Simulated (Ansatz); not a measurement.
Ansatz (an electronic-structure program) input (CCSD(T,full)/cc-pwCVTZ):
A basis named .json is the Basis Set Exchange file of that set.

Ansatz 0.2 input:
```yaml
crystal:
  periodic: [false, false, false]
  atoms:
    - {symbol: C, position_ang: [-0.24049525, -1.26527185, -0.93598686]}
    - {symbol: C, position_ang: [-0.32558548, -0.13800598, 0.09062058]}
    - {symbol: C, position_ang: [-1.10158784, 1.06049551, -0.45368377]}
    - {symbol: C, position_ang: [-0.94841294, -0.63343750, 1.38921475]}
    - {symbol: O, position_ang: [1.01256971, 0.27151758, 0.48437921]}
    - {symbol: C, position_ang: [1.86490379, 0.72359812, -0.46214024]}
    - {symbol: H, position_ang: [0.34538318, -2.09449479, -0.53842395]}
    - {symbol: H, position_ang: [-1.24112207, -1.62884634, -1.17441954]}
    - {symbol: H, position_ang: [0.22895101, -0.92672754, -1.85938270]}
    - {symbol: H, position_ang: [-0.68731876, 1.42084555, -1.39512641]}
    - {symbol: H, position_ang: [-2.13920228, 0.77729694, -0.63538874]}
    - {symbol: H, position_ang: [-1.08713982, 1.87870172, 0.26710636]}
    - {symbol: H, position_ang: [-1.96829789, -0.97822431, 1.21502434]}
    - {symbol: H, position_ang: [-0.97244018, 0.16794603, 2.12823614]}
    - {symbol: H, position_ang: [-0.36504793, -1.45950029, 1.79644062]}
    - {symbol: H, position_ang: [1.47764400, 1.14034488, -1.38231647]}
    - {symbol: H, position_ang: [2.81509927, 1.04624768, -0.06493010]}
basis:
  gaussian:
    orbitals: cc-pwCVTZ.json
magnetization: {spin_polarized: true, initial_magnetization: 1}
correlation: {method: ccsd_t, frozen_orbitals: {C: 0, H: 0, O: 0}}
```

End of the output:

```
reference -7364.80302696 eV, -270.6515191978 hartree; 25, 24 occupied and 387, 388 virtual orbitals, 2360 factors
second order -37.78480170 eV of doubles, -0.00000000 eV of singles
coupled cluster: 57.08 GiB planned
cycle   1  -38.67250808 eV  change   -8.9e-1 eV  update   1.1e-1
cycle   2  -39.46787589 eV  change   -8.0e-1 eV  update   3.3e-2
cycle   3  -39.63301042 eV  change   -1.7e-1 eV  update   1.9e-2
cycle   4  -39.62439753 eV  change    8.6e-3 eV  update   7.2e-3
cycle   5  -39.62449294 eV  change   -9.5e-5 eV  update   4.2e-3
cycle   6  -39.62659729 eV  change   -2.1e-3 eV  update   1.5e-3
cycle   7  -39.62622110 eV  change    3.8e-4 eV  update   5.1e-4
cycle   8  -39.62618141 eV  change    4.0e-5 eV  update   2.1e-4
cycle   9  -39.62620138 eV  change   -2.0e-5 eV  update   7.8e-5
cycle  10  -39.62616691 eV  change    3.4e-5 eV  update   3.2e-5
perturbative correction -1.34215718 eV, -0.0493233666 hartree
Total energy: -7405.77135105 eV, -272.1570773389 hartree
```

It need not be the lowest isomer of its formula.
